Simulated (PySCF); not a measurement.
Worked example: oscillator strength and radiative lifetime

AlBH₄O₄, SMILES O[B](O)[Al]([OH])[OH].

Coordinates come from a ωB97X-D3(BJ)/def2-SVP optimisation. The structure was generated by enumeration; whether it is a known compound was not checked. The values are those of a single conformer.

TDA-PBE/def2-SVPD run with PySCF puts the first singlet state with f over 0.02 at 6.05 eV (vertical), with the transition dipole (0.000, 0.000, 1.376) in atomic units.

Task: Find the oscillator strength, the wavelength and the radiative lifetime that this transition would have in vacuum if emission retraced absorption.

Result: 
|μ|² = 1.8934 au, so |μ| = 3.50 D. ΔE = 6.05/27.211 = 0.2223 hartree. f = (2/3) ΔE |μ|² = 0.281 (the program prints 0.281).
λ = 1239.84/6.05 = 205 nm; ν = 48797 cm⁻¹.
Einstein's coefficient A = 0.6670 ν² f s⁻¹ (ν in cm⁻¹) = 4.5e8 s⁻¹, so τ = 1/A = 2.2 ns. This state is S2; the lower singlet has f = 0.000. The figure is the radiative limit of this one transition; relaxation, internal conversion, crossing to triplets and a medium change what is measured.
